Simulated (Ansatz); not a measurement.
System: C$_{4}$H$_{2}$BrSe (charge 0, doublet). It need not be the lowest isomer of its formula. 
Coordinates optimised at B3LYP-D3(BJ)/def2-TZVP (Ansatz, a first-principles code):
```xyz
8

Br     1.9654    -0.4495     0.2715
C      0.1080    -0.4838     0.0149
C     -0.7117    -1.5266    -0.0984
C     -2.0990    -1.3315    -0.2900
C     -2.4292    -0.0122    -0.3356
Se    -0.9344     1.1052    -0.1290
H     -2.8157    -2.1336    -0.3891
H     -3.4109     0.4135    -0.4712
```
Charge 0, spin multiplicity 2.

Parts of the frozen-core correlation energy in 6-31G* (Ansatz, hartree). Frozen orbitals: 32; correlated occupied orbitals by spin: 16 and 15; virtual: 86 and 87. Open shells are spin-unrestricted. No spin-orbit coupling. Non-relativistic.

| term | value |
|---|---|
| reference (HF) | -5124.18037 |
| MP2 opposite-spin | [?] |
| MP2 same-spin | [?] |
| CCSD correlation | -0.74255 |
| (T) | [?] |
| T1 diagnostic | 0.044 |
| largest doubles amplitude | 0.064 |
| <S^2> of the reference | 1.240 |

Q: Some entries are withheld; supply them.

A: 
- MP2 opposite-spin, value: -0.49240
- MP2 same-spin, value: -0.18898
- (T), value: -0.03473
